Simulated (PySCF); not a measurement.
This PySCF input asks for the NMR shieldings of `CB(C)[Si@H](C)N[SiH3]`, C$_{3}$H$_{14}$BNSi$_{2}$; the geometry comes from GFN2-xTB.

```python
import basis_set_exchange as bse
import numpy as np
from pyscf import gto, dft
from pyscf.prop import nmr

atoms = """
C    -1.936144    0.268231    0.964335
B    -1.115020    0.274729   -0.379565
C    -1.577810    1.177234   -1.584269
Si    0.514311   -0.818342   -0.534796
C     0.345885   -2.622598    0.071960
N     1.728476   -0.111269    0.517574
Si    2.153245    1.544891    0.733317
H    -1.291051    0.550268    1.796998
H    -2.279994   -0.739893    1.199093
H    -2.806055    0.923064    0.980921
H    -2.543877    1.662790   -1.455476
H    -0.836853    1.964076   -1.736673
H    -1.602200    0.624017   -2.522840
H     1.118274   -0.929530   -1.892860
H     1.290014   -3.155751    0.017069
H    -0.371574   -3.168864   -0.532395
H     0.005370   -2.664219    1.102460
H     2.430307   -0.763350    0.831620
H     3.039449    2.056800   -0.322036
H     2.826678    1.644131    2.030451
H     0.899649    2.300527    0.714639
"""
names = dict.fromkeys(["C", "B", "Si", "N", "H"], "pcSseg-1")
basis = {el: gto.basis.parse(bse.get_basis(n, elements=[el], fmt="nwchem")) for el, n in names.items()}
mol = gto.M(atom=atoms, basis=basis, charge=0, verbose=0)
mf = dft.RKS(mol, xc="PBE0")
mf.grids.level = 2
mf.grids.alignment = dft.numint.BLKSIZE   # the property module wants whole blocks of grid points
mf.conv_tol = 1e-9
mf.kernel()

calc = nmr.RKS(mf)   # GIAO
C = mf.mo_coeff
Co = C[:, mf.mo_occ > 0]
resp = mf.gen_response(singlet=True, hermi=2)
def vind(x):   # induced exchange potential for any number of trial vectors
    d = np.einsum("pi,xij,qj->xpq", C, 2 * x.reshape(-1, C.shape[1], Co.shape[1]), Co, optimize=True)
    return np.einsum("xpq,pi,qj->xij", resp(d - d.transpose(0, 2, 1)), C, Co, optimize=True).ravel()
mo1, _ = nmr.rhf.solve_mo1(calc, with_cphf=vind)
sigma = calc.kernel(mo1)
for i, s in enumerate(sigma):   # ppm
    print("%2d %-2s %9.2f" % (i, mol.atom_pure_symbol(i), np.trace(s) / 3))
```

Problem. What does it print?

Solution. 
```
 0 C     164.75
 1 B      -9.56
 2 C     159.37
 3 Si    381.36
 4 C     187.48
 5 N     263.08
 6 Si    405.46
 7 H      29.95
 8 H      30.32
 9 H      30.03
10 H      29.94
11 H      30.26
12 H      29.94
13 H      26.59
14 H      31.36
15 H      31.80
16 H      31.43
17 H      32.56
18 H      26.94
19 H      26.98
20 H      27.70
```

These numbers come from an equivalent density-fitted implementation of the same equations, which agrees with the script to about 0.01 ppm for H and up to a few tenths of a ppm for heavy atoms, so last digits may differ.

Size and cost of the density-fitted run: 203 basis functions, 38 s wall time on 1 thread of an Arm Neoverse V1, shared host; peak memory 0.91 GiB.
